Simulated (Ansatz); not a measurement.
Reaction (SMILES): CC1CCCC1 -> C[C]1CCCC1 + H atom (the C-H bond at the site shown breaks; other sites are not compared here)
Geometries: B3LYP-D3(BJ)/def2-TZVP minima from Ansatz (an electronic-structure program), one conformer each, not searched for the lowest.

Property: bond dissociation energy (electronic energy difference), in kcal/mol. Correlated levels leave the core frozen unless marked. UHF or UKS for open shells. Spin-orbit coupling is left out. No relativistic terms. CBS marks a two-point X^-3 extrapolation of the correlation energy; Hartree-Fock from the larger set. The bracket is a focal-point correction in the basis named.

```json
[
 {"level": "HF/cc-pVQZ", "program": "Ansatz", "bond dissociation energy (kcal/mol)": "76.7", "minus last row": "-26.5"},
 {"level": "BLYP/def2-TZVPD", "program": "Ansatz", "bond dissociation energy (kcal/mol)": "95.1", "minus last row": "-8.1"},
 {"level": "BHLYP-D3(BJ)/def2-TZVPD", "program": "Ansatz + dftd3", "bond dissociation energy (kcal/mol)": "97.9", "minus last row": "-5.3"},
 {"level": "LC-wPBE-D3(BJ)/def2-TZVPD", "program": "Ansatz + dftd3", "bond dissociation energy (kcal/mol)": "97.0", "minus last row": "-6.2"},
 {"level": "wB97M-V/def2-TZVPD", "program": "Ansatz", "bond dissociation energy (kcal/mol)": "101.1", "minus last row": "-2.1"},
 {"level": "wB97X-V/def2-TZVPD", "program": "Ansatz", "bond dissociation energy (kcal/mol)": "100.4", "minus last row": "-2.8"},
 {"level": "B2PLYP/def2-TZVPD", "program": "Ansatz", "bond dissociation energy (kcal/mol)": "98.6", "minus last row": "-4.6"},
 {"level": "CCSD(T)/cc-pwCVTZ", "program": "Ansatz", "bond dissociation energy (kcal/mol)": "101.7", "minus last row": "-1.5"},
 {"level": "RI-MP2/CBS(cc-pVTZ,cc-pVQZ)+[CCSD(T)-MP2]/cc-pVDZ", "program": "Ansatz", "bond dissociation energy (kcal/mol)": "103.6", "minus last row": "0.4"},
 {"level": "RI-MP2/CBS(cc-pVTZ,cc-pVQZ)+[CCSD(T)-MP2]/cc-pVTZ", "program": "Ansatz", "bond dissociation energy (kcal/mol)": "103.2", "minus last row": "0.0"}
]
```
